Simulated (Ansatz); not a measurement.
A structure relaxed at PBE0-D4/def2-TZVP, charge 0, multiplicity 1:

| atom | x (Å) | y (Å) | z (Å) |
| --- | --- | --- | --- |
| N1 | -0.005 | 0.396 | 2.910 |
| C2 | -0.125 | 0.481 | 1.768 |
| Si3 | -0.289 | 0.575 | -0.072 |
| P4 | -0.050 | -1.519 | -0.853 |
| H5 | 0.725 | 1.551 | -0.534 |
| H6 | -1.655 | 1.072 | -0.361 |
| H7 | 1.357 | -1.502 | -0.664 |
| H8 | 0.041 | -1.053 | -2.194 |

Problem. Give its formula and SMILES.

Solution. CH4NPSi, `N#C[SiH2]P`.

Problem. Summarise the bond lengths by kind.

Solution. 1 × C–N 1.152 Å; 1 × C–Si 1.850 Å; 1 × P–Si 2.247 Å; 2 × H–Si 1.481 Å; 2 × H–P 1.421 to 1.422 Å.

Results of the Gaussian-basis code of Ansatz.
